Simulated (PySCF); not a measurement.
# How methods differ on the excitation energy of I

I [Kr] 4d10 5s2 5p5 (2P) → I [Kr] 4d10 5s1 5p6 (2S), as a difference of total energies. Calculation: PySCF 2.14, in def2-TZVPPD with the def2 core potential (28 electrons); a scalar-relativistic core potential. Correlated levels: valence: 4s2 4p6 4d10 frozen. The calculations carry no spin-orbit coupling.

```csv
method,excitation energy (eV)
UHF,12.717
MP2 (valence),10.946
SCS-MP2 (valence),10.748
CCSD (valence),9.419
CCSD(T) (valence),8.253
```

Problem. How much does correlation contribute at CCSD(T) (valence)?

Solution. 8.253 − (12.717) = -4.464 eV, measured against UHF.

The upper state lies above the first ionisation limit, where it may autoionise and the basis confines it.

The coupled-cluster amplitudes are large for the upper state (T1 above 0.03 or a double amplitude above 0.15), so a single reference is strained.
